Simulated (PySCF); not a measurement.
Ligands exchanged one at a time, Ge Cl-H. Gas-phase values, no solvent. Strings in code marks are SMILES.

Computed with PySCF with CAM-B3LYP-D3(BJ)/def2-TZVP. Excitations are Tamm–Dancoff values on a coarser integration grid. The basis has no diffuse functions, so Rydberg states are missing or too high.

```
species                                               S1 oscillator strength  HOMO–LUMO gap (eV)  S1–T1 gap (TDA) (eV)  dipole moment (D)
----------------------------------------------------  ----------------------  ------------------  --------------------  -----------------
0 of 4 Cl replaced by H (`[Cl][Ge]([Cl])([Cl])[Cl]`)                   0.000                 ___                     –               0.00
1 of 4 Cl replaced by H                                                  ___               10.37                   ___               1.50
2 of 4 Cl replaced by H (`[Cl][GeH2][Cl]`)                             0.031               10.71                  0.62                ___
3 of 4 Cl replaced by H                                                0.014               10.86                  0.54               2.04
4 of 4 Cl replaced by H                                                    –               13.06                     –               0.00
```

Q: Fill in the missing entries.

A: 
- 0 of 4 Cl replaced by H (`[Cl][Ge]([Cl])([Cl])[Cl]`), HOMO–LUMO gap (eV): 9.84
- 1 of 4 Cl replaced by H, S1 oscillator strength: 0.000
- 1 of 4 Cl replaced by H, S1–T1 gap (TDA) (eV): 0.50
- 2 of 4 Cl replaced by H (`[Cl][GeH2][Cl]`), dipole moment (D): 2.03
